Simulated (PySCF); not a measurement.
BH6P3, SMILES PB(P)P. Coordinates come from a PBE0-D3(BJ)/def2-SVP optimisation. One conformer was computed; it need not be the lowest.

Level of theory: PBE0-D3(BJ)/def2-SVP in PySCF.

Harmonic wavenumbers (cm⁻¹): 161, 167, 185, 231, 231, 283, 386, 521, 584, 646, 698, 706, 717, 947, 954, 1090, 1098, 1116, 2424, 2426, 2431, 2444, 2448, 2449. Rotational constants (GHz): 2.698, 2.641, 1.367; symmetry number 1.

Question: Work out the zero-point energy and the ideal-gas rigid-rotor harmonic-oscillator thermochemistry at 298.15 K and 1 atm.

Answer: ZPE = ½ Σ hcν = ½ × 25344 cm⁻¹ = 36.23 kcal/mol. H − E(el) = 41.50 kcal/mol. Entropy in cal/(mol K): translation 40.00, rotation 27.89, vibration 16.33, total 84.22. G − E(el) = 16.39 kcal/mol. Cp = 27.75 cal/(mol K).
